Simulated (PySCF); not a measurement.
# Assignment exercise: C5H6O2

Structure with atom numbers: `[CH3:1][O:2][c:3]1[cH:4][cH:5][o:6][cH:7]1`; H(Xn) means a hydrogen on atom n.

Gas phase, averaged over atoms made equivalent by symmetry, fast rotation or ring inversion, non-relativistic Hamiltonian, a single conformation. Geometry: PBE0-D3(BJ)/def2-TZVP; shielding tensors at B97-2/pcSseg-2 (GIAO); PySCF 2.14.

References, each an isolated molecule treated in the same way: ¹³C and ¹H vs TMS.

(1) Assign these signals to the numbered atoms. ¹³C{¹H} NMR (computed): δ 159.6, 148.4, 125.8, 109.7, 59.6.

(2) Assign these signals to the numbered atoms. ¹H NMR (400 MHz, computed): δ 7.34 (m, 1H), 7.12 (m, 1H), 6.38 (m, 1H), 3.67 (s, 3H).

Answers

(1) 
159.6 → C3, aromatic carbon bearing oxygen: σ withdrawal by the attached heteroatom moves it downfield of the ring CH carbons
148.4 → C5, aromatic CH next to the ring oxygen
125.8 → C7, aromatic CH next to the ring oxygen
109.7 → C4, aromatic CH: it is ortho or para to a lone-pair donor and shielded by resonance
59.6 → C1, methyl carbon bonded to O: the inductive effect lowers its shielding

(2) 
```tsv
δ (ppm)	atoms	environment	reason
7.34	H(C5)	hydrogen on an aromatic CH next to the ring oxygen	it sits in the deshielding region of the aromatic ring current
7.12	H(C7)	hydrogen on an aromatic CH next to the ring oxygen	–
6.38	H(C4)	hydrogen on an aromatic CH	π donation from the O or N substituent shields it against benzene
3.67	H(C1)	hydrogen on a methyl carbon bonded to O	its carbon carries O, hence the downfield position
```

Shifts are as computed. Against solution values, carbons near 30 ppm lie about +3 ppm off and those near 130 ppm about +7 ppm. Of 1211 compounds with measured shifts, 218 miss one by over three times the rms of a fit or turn the order of signals round; such compounds aren't used in these exercises. No couplings were computed; multiplicities are counted from neighbouring protons, with m where these are inequivalent, close in shift, in a saturated or five-membered ring or joined by F or P, and br s for small geminal =CH2 splittings.
